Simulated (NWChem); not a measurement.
[SiH3]/C=C\[SiH3] (C2H8Si2), optimised at PBE0/def2-SVP with NWChem:

* **highest occupied level (eV)**: -7.95
* **orbital gap (eV)**: 6.89
* **dipole (D)**: 0.78
* **highest harmonic frequency (cm⁻¹)**: 3140
* **zero-point energy (kcal/mol)**: 51.5

Q: One Si atom is replaced by C, giving C/C=C\[SiH3] (C3H8Si), optimised at the same level. How do these values move?

A: 
```tsv
quantity	new value	change
highest occupied level (eV)	-7.44	+0.51
orbital gap (eV)	7.14	+0.25
dipole (D)	1.25	+0.47
highest harmonic frequency (cm⁻¹)	3173	+33
zero-point energy (kcal/mol)	59.6	+8.1
```
